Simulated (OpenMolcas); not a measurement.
# Tm2+: ligand-field states by method

Tm2+ with 6 ligands (chloride) in trigonal prismatic coordination (D3h) at 2.79 Å, a polar angle of 45.7° against the regular 49.1°. A charge of +0.667 e stands 2.6 Å behind each ligand. Ligand basis ANO-RCC-VDZP.

| Property | Result |
| --- | --- |
| Program | OpenMolcas |
| Basis | ANO-RCC-VTZP [8s7p5d3f2g1h] |
| Scalar Hamiltonian | DKH2, point nucleus |
| Active space | 13 electrons in 7 orbitals (4f) |
| State averaging | 2S+1 = 2 odd, 7 roots |
| Spin-orbit coupling | RASSI with atomic mean-field integrals over the reference wave functions |

I. CASSCF
II. SS-CASPT2, IPEA 0.25 Eh, imaginary shift 0.1 Eh (closed shells correlated: 5s 5p and the ligand valence shells)

Spin-free states (labels of D3, the rotations of D3h) in cm-1, each column counted from its own energy of the first state listed:

```json
{"State": "2A2", "Degeneracy": "1", "I": "0", "II": "0"}
{"State": "2E", "Degeneracy": "2", "I": "11", "II": "-70"}
{"State": "2E", "Degeneracy": "2", "I": "143", "II": "180"}
{"State": "2A2", "Degeneracy": "1", "I": "477", "II": "460"}
{"State": "2A1", "Degeneracy": "1", "I": "481", "II": "500"}
```

II puts a state of multiplicity 2 lowest, 68 cm-1 below that state.

With spin-orbit coupling the lowest J multiplet is 480 (I), 515 (II) cm-1 wide, a factor of 1.07 from I to II.

χT at 300 K: I 2.53, II 2.52 cm3 K/mol.

Over all roots computed the reference weight is 0.63 in II; a low but even weight reflects the number of correlated electrons. Without dynamic correlation the ligand-field splitting of an f shell can come out too small, at times by half (holds for I). Splittings of an f shell from a small cluster at a set distance can be off by tens of per cent, mostly too small (holds for II). No measured value stands beside these numbers; the geometry was imposed, not optimised, and the real ion may take another.
